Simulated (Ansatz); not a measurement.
Reaction (hydrogenolysis of a B–N bond): `NB(S)S` + H₂ → `SBS` + NH₃

Calculated with Ansatz (gas phase, PBE0-D4/def2-TZVP geometries, no zero-point term in ΔE). CCSD(T)/CBS is the MP2 limit (def2-TZVPP, def2-QZVPP) plus CCSD(T) − MP2 in def2-TZVPP, frozen cores. This one scheme is used for every species. DFT in def2-TZVPP. B3LYP here is the variant with VWN-RPA as its local correlation; programs differ in this. HSE06 is defined as in plane-wave codes. One conformer a species, not always the lowest.

`NB(S)S`:

Z-matrix (Å, degrees):
```
N
B 1 1.397
H 1 1.004 2 123.4
H 1 1.005 2 122.7 3 179.9
S 2 1.824 1 118.4 3 -179.7
S 2 1.820 1 123.5 3 0.2
H 5 1.341 2 97.0 1 -179.6
H 6 1.343 2 97.7 1 0.4
```

H₂:

```xyz
2

H    -0.286    0.125    0.205
H     0.286   -0.125   -0.205
```

`SBS`:

Z-matrix (Å, degrees):
```
B
S 1 1.787
S 1 1.783 2 122.5
H 1 1.190 2 121.4 3 -180.0
H 2 1.342 1 97.3 3 180.0
H 3 1.346 1 98.9 2 0.0
```

NH₃:

Z-matrix (Å, degrees):
```
N
H 1 1.013
H 1 1.013 2 107.1
H 1 1.013 2 107.1 3 -114.5
```

**Question.** Is it downhill or uphill in electronic energy at CCSD(T)/CBS, and by how much? (Estimate.)

**Answer.** The calculation gave: Uphill: ΔE = +16.0 kcal/mol.

**Question.** What do these levels give: B97M-V, B3LYP-D4, r2SCANh-D4, r2SCAN0-D4, HSE06-D4, CAM-B3LYP-D4, BLYP, LC-ωPBE, MP2/def2-SVP, HF/def2-QZVPP, SCS-MP2/def2-QZVPP, HF/CBS(def2)? (Best estimate.)

**Answer.** Ansatz gave: B97M-V 15.3, B3LYP-D4 16.5, r2SCANh-D4 16.7, r2SCAN0-D4 16.7, HSE06-D4 16.0, CAM-B3LYP-D4 16.7, BLYP 13.7, LC-ωPBE 16.1, MP2/def2-SVP 18.8, HF/def2-QZVPP 13.1, SCS-MP2/def2-QZVPP 16.3, HF/CBS(def2) 13.1 kcal/mol.

**Question.** What do rigid-rotor, harmonic-oscillator terms from PBE0-D4/def2-TZVP frequencies (298.15 K, 1 bar) make of the CCSD(T)/CBS value? (Best estimate.)

**Answer.** Computed: ΔZPE = +4.0 kcal/mol, ΔH = +19.2 kcal/mol, ΔS = 24 J/(mol·K), ΔG = +17.5 kcal/mol.

Largest T1 diagnostic among the species: 0.014.

At CCSD(T), def2-SVP lies +0.8 kcal/mol from the extrapolated value and def2-TZVPP −0.5 kcal/mol. The D4 term adds +2.2 kcal/mol with B3LYP and +1.1 kcal/mol with PBE0; it sums over pairs of atoms, weighted by their polarisabilities, and B3LYP, whose exchange is more repulsive, gets the larger term.
